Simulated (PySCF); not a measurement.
Level of theory: B3LYP-D3(BJ)/def2-TZVP (PySCF). Isolated molecules, 0 K electronic values unless said otherwise. One relaxed conformer stands for a flexible species; it need not be the lowest. B3LYP has the VWN-RPA correlation part, as in Gaussian. Delta-SCF ions had no search for a lower state. Excitations are Tamm–Dancoff values on a coarser integration grid. The basis has no diffuse functions, so Rydberg states are missing or too high.

Reference species (SMILES): `[OH][Ga]([OH])[OH]` (neutral, multiplicity 1).

The S1 oscillator strength is 0.000 and the vertical ionisation energy (Delta-SCF) is 11.15 eV. The HOMO comes out as -8.62 eV and the S1 excitation (TDA) is 5.95 eV.

After one change: the S1 oscillator strength stays essentially unchanged; the vertical ionisation energy (Delta-SCF) falls by 1.02 eV; the HOMO increases by 1.00 eV; the S1 excitation (TDA) falls by 0.70 eV.

Question: What was changed between the two runs? The new species is one of these.
A. `[OH][Ga]([OH])[SH]`
B. `[SH][Ga]([SH])[SH]`
C. `[OH][Ga]([SH])[SH]`

Answer: A, `[OH][Ga]([OH])[SH]`
